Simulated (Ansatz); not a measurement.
One change: `C/C=[N]\[GeH3]` becomes `C=[N][GeH3]`.

Ansatz, PBE0-D4/def2-TZVP geometries, multiplicity 1. 

Scalar relativity is left out up to krypton.

```
                                      property  `C/C=[N]\[GeH3]`
size of the dipole moment (PBE/def2-TZVPP) / D              2.04
           HOMO energy (B3LYP/def2-TZVPP) / eV             -6.58
       HOMO–LUMO gap (ωB97M-V/def2-TZVPP) / eV             10.82
            HOMO energy (PBE0/def2-TZVPP) / eV             -6.79
          HOMO–LUMO gap (PBE0/def2-TZVPP) / eV              6.36
         LUMO energy (ωB97M-V/def2-TZVPP) / eV              1.74
```

Question: What does the change do to each property? (Best estimate.)

Answer: Computed: 
| property | `C=[N][GeH3]` | shift |
| --- | --- | --- |
| size of the dipole moment (PBE/def2-TZVPP) / D | 1.27 | -0.77 |
| HOMO energy (B3LYP/def2-TZVPP) / eV | -6.89 | -0.31 |
| HOMO–LUMO gap (ωB97M-V/def2-TZVPP) / eV | 10.97 | 0.15 |
| HOMO energy (PBE0/def2-TZVPP) / eV | -7.10 | -0.31 |
| HOMO–LUMO gap (PBE0/def2-TZVPP) / eV | 6.42 | 0.06 |
| LUMO energy (ωB97M-V/def2-TZVPP) / eV | 1.58 | -0.16 |

With PBE0 the HOMO falls by 0.31 eV and the LUMO falls by 0.25 eV, so the gap widens by about 0.06 eV. PBE moves the HOMO by -0.29 eV and ωB97M-V by -0.32 eV. Dipoles are sizes alone; their direction can turn.

B3LYP here is the variant with VWN-RPA as its local correlation; programs differ in this.
